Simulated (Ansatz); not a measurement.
Geometry optimisation, Ansatz 0.2.0, RKS r2SCAN-D4/def2-SVP.

Input:

```yaml
crystal:
  periodic: [false, false, false]
  atoms:
    - { symbol: C, position_ang: [-0.8829, 1.6344, -1.0288] }
    - { symbol: C, position_ang: [-0.2959, 0.8475, -0.4434] }
    - { symbol: C, position_ang: [0.452, -0.1534, 0.2696] }
    - { symbol: Te, position_ang: [-0.5587, -1.9686, 0.3954] }
    - { symbol: H, position_ang: [-1.4907, 2.3997, -1.5832] }
    - { symbol: H, position_ang: [1.4397, -0.3245, -0.2509] }
    - { symbol: H, position_ang: [0.7258, 0.2144, 1.3122] }
    - { symbol: H, position_ang: [0.7029, -2.7065, 1.2733] }
basis:
  gaussian: { orbitals: def2-SVP }
hamiltonian:
  xc: r2scan
  dispersion: d4
relax:
  f_tol: 0.02
  max_steps: 50
output:
  orbitals: {}
```

Run as:

```bash
$ ansatz run input.yaml --threads 2 --pin off --max-ram 3072MiB --backend cpu --events-out ev --progress --plain --runs-dir out
```

**Question.** Where does it end, and by what steps?

**Answer.** The run converged. After 7 steps the energy has fallen by 0.524 eV; C3 moved furthest, 0.09 Å.

```json
{"step": "0", "energy less start (eV)": "0.0000", "largest force component (eV/Å)": "7.635", "accepted": "yes"}
{"step": "1", "energy less start (eV)": "-0.4987", "largest force component (eV/Å)": "0.522", "accepted": "yes"}
{"step": "2", "energy less start (eV)": "-0.5141", "largest force component (eV/Å)": "0.322", "accepted": "yes"}
{"step": "3", "energy less start (eV)": "-0.5039", "largest force component (eV/Å)": "0.817", "accepted": "no"}
{"step": "4", "energy less start (eV)": "-0.5223", "largest force component (eV/Å)": "0.106", "accepted": "yes"}
{"step": "5", "energy less start (eV)": "-0.5233", "largest force component (eV/Å)": "0.073", "accepted": "yes"}
{"step": "6", "energy less start (eV)": "-0.5234", "largest force component (eV/Å)": "0.049", "accepted": "yes"}
{"step": "7", "energy less start (eV)": "-0.5239", "largest force component (eV/Å)": "0.009", "accepted": "yes"}
```

```xyz
8
Properties=species:S:1:pos:R:3
C -0.936 1.665 -1.052
C -0.252 0.866 -0.441
C 0.530 -0.106 0.278
Te -0.583 -2.013 0.408
H -1.530 2.380 -1.590
H 1.479 -0.324 -0.233
H 0.733 0.216 1.310
H 0.652 -2.741 1.263
```

The run took 9.8 s on 2 threads of Intel(R) Xeon(R) 6975P-C (Granite Rapids), on a shared host, peak memory 0.18 GiB.
